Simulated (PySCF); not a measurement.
## Deuteron quadrupole couplings in `C#C[P+](C)(C)CC`

Species: C6H12P (charge +1).
Structure used (GFN2-xTB), in Å, numbered top down from 1:
```
atom  x, y, z in Å
C1    -0.4989    1.9219    2.1425
C2    -0.4892    1.0514    1.3132
P3    -0.4481   -0.2104    0.1055
C4    -1.3599   -1.6379    0.7373
C5    -1.2464    0.4223   -1.3878
C6     1.2937   -0.6538   -0.1917
C7     2.1183    0.5462   -0.6483
H8    -0.5152    2.6838    2.8707
H9    -0.9097   -1.9831    1.6677
H10   -2.3967   -1.3588    0.9242
H11   -1.3302   -2.4422    0.0022
H12   -1.2356   -0.3466   -2.1604
H13   -2.2780    0.6912   -1.1605
H14   -0.7214    1.3069   -1.7464
H15    1.6889   -1.0573    0.7456
H16    1.3143   -1.4520   -0.9396
H17    1.8126    0.8885   -1.6338
H18    2.0242    1.3718    0.0548
H19    3.1674    0.2674   -0.7027
```

Level: PBE0/pcSseg-1 (PySCF, non-relativistic); Q(2H) = 0.00286 b; rigid geometry, the same for H and D, with no vibrational averaging.

Problem. Rank these positions by the coupling χzz of a deuteron there, largest first.
A. H17 (methyl hydrogen)
B. H12 (methyl hydrogen)
C. H16 (methylene hydrogen)
D. H8 (alkyne hydrogen)

Solution. D (249 kHz), A (208 kHz), B (204 kHz), C (198 kHz).

Problem. Tabulate Vzz, the asymmetry η and χzz = 234.96 MHz × Q × Vzz for every hydrogen position.

Solution. 
| atom | bonded to | bond length (Å) | Vzz (au) | η | χzz (kHz) |
| --- | --- | --- | --- | --- | --- |
| H8 | C1 | 1.054 | 0.3710 | 0.00 | 249 |
| H9 | C4 | 1.090 | 0.3033 | 0.04 | 204 |
| H10 | C4 | 1.090 | 0.3030 | 0.04 | 204 |
| H11 | C4 | 1.090 | 0.3035 | 0.04 | 204 |
| H12 | C5 | 1.090 | 0.3034 | 0.04 | 204 |
| H13 | C5 | 1.090 | 0.3026 | 0.04 | 203 |
| H14 | C5 | 1.089 | 0.3039 | 0.03 | 204 |
| H15 | C6 | 1.094 | 0.2925 | 0.04 | 197 |
| H16 | C6 | 1.094 | 0.2946 | 0.04 | 198 |
| H17 | C7 | 1.087 | 0.3099 | 0.04 | 208 |
| H18 | C7 | 1.088 | 0.3045 | 0.05 | 205 |
| H19 | C7 | 1.087 | 0.3094 | 0.04 | 208 |

Problem. How does χzz go with the bond length over the 12 C–H bonds?

Solution. A straight-line fit has a slope of -12.8 kHz for each 0.01 Å, with a correlation coefficient of -1.00, over lengths from 1.054 to 1.094 Å. The longer bonds have the smaller couplings here.

The structure is a single GFN2-xTB conformer in the gas phase; no vibrational or solvent corrections. GFN2-xTB bond lengths can be off by several hundredths of an ångström, more for odd bonds, and the gradients follow them. The small basis limits the accuracy of the gradients.
